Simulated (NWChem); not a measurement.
SeICl; SMILES Cl[Se]I

Results from NWChem. The geometry was optimised at PBE0/def2-SVP. def2 effective core potentials on I; no spin-orbit coupling.

### Question
What does the run give for B3LYP/def2-SVP? Quantities: highest occupied level (eV); orbital gap (eV); dipole (D).

### Answer
```yaml
highest occupied level (eV): -6.44
orbital gap (eV): 3.15
dipole (D): 0.94
```
